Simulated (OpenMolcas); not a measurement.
# Hg+: effect of the active space

```yaml
Program: OpenMolcas 26.06
Method: CASSCF
Basis: ANO-RCC-VQZP
Scalar_Hamiltonian: DKH2, point nucleus
Spin-orbit_coupling: state interaction with AMFI integrals over the reference wave functions, term energies averaged over their components
```

A. 1 electron in 4 orbitals (6s 6p); 2S+1 = 2 even, 1 root; 2S+1 = 2 odd, 3 roots; cost roughly 27 core-seconds
B. 1 electron in 8 orbitals (6s 6p 7s 7p); 2S+1 = 2 even, 1 root; 2S+1 = 2 odd, 3 roots; cost about 23 core-seconds

Energies in cm-1 above 6s 2S 1/2, the measured ground level; measured values from NIST Handbook of Basic Atomic Spectroscopic Data.

| Level | A | B | Measured |
| --- | --- | --- | --- |
| 6s 2S 1/2 | 0.0 | 0.0 | 0.0 |
| 6p 2P* 1/2 | 48435 | 48435 | 51486 |
| 6p 2P* 3/2 | 55463 | 55463 | 60608 |

Deviations, from unrounded energies. A percentage is the sum of absolute deviations over the sum of measured energies, with the sign that they share, or ± where signs differ.

```json
{"Against measurement": "mean absolute deviation (cm-1)", "Levels": "2", "A": "4100", "B": "4100"}
{"Against measurement": "other configurations (%)", "Levels": "2", "A": "-7.3", "B": "-7.3"}
```

A, B lie about equally close to measurement. The largest miss of A in the table is 6p 2P* 3/2, by -5100 cm-1. The ranking rests on the paired levels alone, and a cruder setting can come out closer through cancelling errors.

Between A and B no level of the table moves by more than 5 cm-1.

Spin-orbit splittings of 6p shells tend to come out small when the coupling is added on scalar orbitals. With one active electron the reference holds no correlation, so core polarisation is missing. With one active electron outside closed inactive shells, the extra shells (7p 7s) add no correlation to the reference (holds for B). Measured partners are found by configuration, term and J. A level has none where our copy of the source lacks it or the pairing is in doubt (some pairs that miss far off the trend of their configuration count as doubtful), and it then counts in no deviation. Levels of configurations outside the active space are missing.

* marks odd parity.
